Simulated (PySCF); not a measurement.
## Ionisation energy of N⁺ by level of theory

N⁺ [He] 2s2 2p2 (3P) → N²⁺ [He] 2s2 2p1 (2P), as a difference of total energies. All numbers are calculated (PySCF 2.14, scalar relativity by spin-free X2C-1e, in x2c-QZVPPall). Correlated levels: valence: 1s2 frozen; valence and next inner shell: nothing frozen. The calculations carry no spin-orbit coupling.

```tsv
method	ionisation energy (eV)
UHF	29.203
LDA	30.056
PBE	29.897
PBE0	29.907
r2SCAN	30.133
LC-wPBE	30.090
B2PLYP	29.783
B3LYP	30.000
B97-3	29.857
ROHF	29.172
MP2 (valence)	29.660
SCS-MP2 (valence)	29.519
MP2 (valence and next inner shell)	29.690
SCS-MP2 (valence and next inner shell)	29.541
```

Question: How much does correlation contribute at MP2 (valence and next inner shell)?

Answer: 29.690 − (29.203) = 0.487 eV, measured against UHF.

Errors of the correlated levels include the incompleteness of this basis and the frozen core.

For comparison: 29.601 eV (semi-empirical (NIST evaluation); NIST Atomic Spectra Database, ionization energies).
